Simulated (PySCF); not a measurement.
Compound: C6H5NS.
Bonds: C1–C2 (aromatic), C2–C3 (aromatic), C3–S4 (aromatic), S4–C5 (aromatic), C5–C6 (aromatic), C6–C7 (aromatic), C7–N8 (aromatic), C1–N8 (aromatic), C3–C7 (aromatic). Hydrogens: H9 on C1; H10 on C2; H11 on C5; H12 on C6; H13 on N8.

The same species was optimised twice, with GFN2-xTB and with PBE0-D3(BJ)/def2-SVP (PySCF), and the same property calculations (PySCF, gas phase) were run on both structures.

| coordinate | GFN2-xTB | PBE0-D3(BJ)/def2-SVP | change |
| --- | --- | --- | --- |
| C2–C3 (Å) | 1.407 | 1.421 | +0.014 |
| C5–C6 (Å) | 1.357 | 1.370 | +0.013 |
| C6–C7 (Å) | 1.412 | 1.422 | +0.010 |
| C1–C2 (Å) | 1.371 | 1.381 | +0.010 |
| C7–N8 (Å) | 1.361 | 1.368 | +0.007 |
| C1–N8 (Å) | 1.367 | 1.374 | +0.007 |
| C3–C7 (Å) | 1.396 | 1.398 | +0.002 |
| S4–C5 (Å) | 1.738 | 1.737 | -0.001 |
| C3–S4 (Å) | 1.728 | 1.728 | 0.000 |
| C3–S4–C5 (°) | 90.2 | 91.1 | +0.9 |
| C1–N8–C7 (°) | 108.4 | 109.0 | +0.6 |
| C3–C7–C6 (°) | 113.9 | 114.4 | +0.5 |
| S4–C3–C7 (°) | 111.0 | 110.5 | -0.5 |
| S4–C5–C6 (°) | 114.3 | 113.8 | -0.5 |
| C2–C1–N8 (°) | 110.2 | 109.7 | -0.5 |
| C5–C6–C7 (°) | 110.6 | 110.2 | -0.4 |
| C6–C7–N8 (°) | 138.6 | 138.2 | -0.4 |

Rotational constants: A = 4027, B = 1753, C = 1221 MHz (GFN2-xTB) against A = 4002, B = 1734, C = 1210 MHz (PBE0-D3(BJ)/def2-SVP). Point groups within 0.08 Å: Cs and Cs.

On the GFN2-xTB structure: lowest singlet, TDDFT (eV) 5.19 [CAM-B3LYP/def2-SVPD]; lowest triplet, Tamm–Dancoff (eV) 3.47 [CAM-B3LYP/def2-SVPD]; isotropic polarisability (au) 91.0 [CAM-B3LYP/def2-SVPD]; HOMO (eV) -7.00 [CAM-B3LYP/def2-SVPD]; LUMO (eV) 0.86 [CAM-B3LYP/def2-SVPD]; dipole (D) 2.64 [CAM-B3LYP/def2-SVPD]; HOMO (eV) -5.82 [PBE0/pcSseg-1]; LUMO (eV) -0.12 [PBE0/pcSseg-1]; dipole (D) 2.66 [PBE0/pcSseg-1]; GIAO shielding of C1 (ppm) 62.9 [PBE0/pcSseg-1]; GIAO shielding of C2 (ppm) 80.1 [PBE0/pcSseg-1]; GIAO shielding of C3 (ppm) 52.8 [PBE0/pcSseg-1]; GIAO shielding of S4 (ppm) 367.2 [PBE0/pcSseg-1]; GIAO shielding of C5 (ppm) 55.3 [PBE0/pcSseg-1]; GIAO shielding of C6 (ppm) 73.6 [PBE0/pcSseg-1]; GIAO shielding of C7 (ppm) 45.8 [PBE0/pcSseg-1]; GIAO shielding of N8 (ppm) 117.8 [PBE0/pcSseg-1].

Task: What do these properties become on the PBE0-D3(BJ)/def2-SVP structure?

Result: 
```json
{"property": "lowest singlet, TDDFT (eV)", "level": "CAM-B3LYP/def2-SVPD", "on GFN2-xTB": "5.19", "on PBE0-D3(BJ)/def2-SVP": "5.18", "change": "-0.01"}
{"property": "lowest triplet, Tamm–Dancoff (eV)", "level": "CAM-B3LYP/def2-SVPD", "on GFN2-xTB": "3.47", "on PBE0-D3(BJ)/def2-SVP": "3.44", "change": "-0.03"}
{"property": "isotropic polarisability (au)", "level": "CAM-B3LYP/def2-SVPD", "on GFN2-xTB": "91.0", "on PBE0-D3(BJ)/def2-SVP": "92.2", "change": "+1.2"}
{"property": "HOMO (eV)", "level": "CAM-B3LYP/def2-SVPD", "on GFN2-xTB": "-7.00", "on PBE0-D3(BJ)/def2-SVP": "-7.03", "change": "-0.03"}
{"property": "LUMO (eV)", "level": "CAM-B3LYP/def2-SVPD", "on GFN2-xTB": "0.86", "on PBE0-D3(BJ)/def2-SVP": "0.81", "change": "-0.05"}
{"property": "dipole (D)", "level": "CAM-B3LYP/def2-SVPD", "on GFN2-xTB": "2.64", "on PBE0-D3(BJ)/def2-SVP": "2.63", "change": "-0.01"}
{"property": "energy, GFN2-xTB geometry as zero (kcal/mol)", "level": "CAM-B3LYP/def2-SVPD", "on GFN2-xTB": "0.0", "on PBE0-D3(BJ)/def2-SVP": "-0.8", "change": "-0.8"}
{"property": "HOMO (eV)", "level": "PBE0/pcSseg-1", "on GFN2-xTB": "-5.82", "on PBE0-D3(BJ)/def2-SVP": "-5.85", "change": "-0.03"}
{"property": "LUMO (eV)", "level": "PBE0/pcSseg-1", "on GFN2-xTB": "-0.12", "on PBE0-D3(BJ)/def2-SVP": "-0.17", "change": "-0.05"}
{"property": "dipole (D)", "level": "PBE0/pcSseg-1", "on GFN2-xTB": "2.66", "on PBE0-D3(BJ)/def2-SVP": "2.65", "change": "-0.01"}
{"property": "energy, GFN2-xTB geometry as zero (kcal/mol)", "level": "PBE0/pcSseg-1", "on GFN2-xTB": "0.0", "on PBE0-D3(BJ)/def2-SVP": "-0.3", "change": "-0.3"}
{"property": "GIAO shielding of C1 (ppm)", "level": "PBE0/pcSseg-1", "on GFN2-xTB": "62.9", "on PBE0-D3(BJ)/def2-SVP": "59.9", "change": "-3.0"}
{"property": "GIAO shielding of C2 (ppm)", "level": "PBE0/pcSseg-1", "on GFN2-xTB": "80.1", "on PBE0-D3(BJ)/def2-SVP": "77.8", "change": "-2.3"}
{"property": "GIAO shielding of C3 (ppm)", "level": "PBE0/pcSseg-1", "on GFN2-xTB": "52.8", "on PBE0-D3(BJ)/def2-SVP": "53.0", "change": "+0.2"}
{"property": "GIAO shielding of S4 (ppm)", "level": "PBE0/pcSseg-1", "on GFN2-xTB": "367.2", "on PBE0-D3(BJ)/def2-SVP": "360.3", "change": "-6.9"}
{"property": "GIAO shielding of C5 (ppm)", "level": "PBE0/pcSseg-1", "on GFN2-xTB": "55.3", "on PBE0-D3(BJ)/def2-SVP": "52.8", "change": "-2.5"}
{"property": "GIAO shielding of C6 (ppm)", "level": "PBE0/pcSseg-1", "on GFN2-xTB": "73.6", "on PBE0-D3(BJ)/def2-SVP": "70.7", "change": "-2.9"}
{"property": "GIAO shielding of C7 (ppm)", "level": "PBE0/pcSseg-1", "on GFN2-xTB": "45.8", "on PBE0-D3(BJ)/def2-SVP": "44.8", "change": "-1.0"}
{"property": "GIAO shielding of N8 (ppm)", "level": "PBE0/pcSseg-1", "on GFN2-xTB": "117.8", "on PBE0-D3(BJ)/def2-SVP": "115.1", "change": "-2.7"}
```

The heavy atoms differ by 0.012 Å rms after alignment. Among bonds between heavy atoms C2–C3 and C5–C6 change most and about equally (+0.013 to +0.014 Å). Changes are differences of the printed values. Neither structure is proved a minimum here.
